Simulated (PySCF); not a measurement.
**KCl and its ions**

RHF-MP2; PySCF, no relativity, basis sets K def2-SVPD, Cl def2-SVPD. Neutral (RHF): singlet (closed shell), Re = 2.758 Å, ωe = 265 cm⁻¹, De = 4.33 eV.

KCl⁻ (UHF): doublet (σ ↑), Re = 2.893 Å, ωe = 206 cm⁻¹, De = 1.34 eV to K + Cl⁻. The energies at the minima are -1058.72939 hartree for KCl and -1058.75009 for KCl⁻.

Q: Work out the adiabatic electron affinity, without and with harmonic zero-point energies (1 hartree = 27.2114 eV, 1 eV = 8065.5 cm⁻¹), and the change of the bond length.

A: At MP2: 0.02070 hartree = 0.563 eV between the minima; the zero-point term (265.0 − 206.0)/2 cm⁻¹ = +0.004 eV makes it 0.567 eV. Re changes by +13.5 pm against the neutral. The electron enters a σ orbital, and the longer bond of the ion fits an antibonding orbital, or a change in how ionic the bond is.

Correlated steps freeze 10 core orbitals. Correlated levels converge slowly with the basis: in double zeta they bind strong bonds too weakly, by up to about 1 eV, and carry superposition errors of some tenths. For an ion De counts to the pair picked by the measured ionisation energies or electron affinities, which need not be the lowest pair at this level. Where the molecule has an RHF reference, its open-shell atoms are computed with UHF. States were picked by a PBE0 search and need not be the measured ground states.

Neutral and ion stand on different kinds of reference determinant, which adds to the error of the difference.
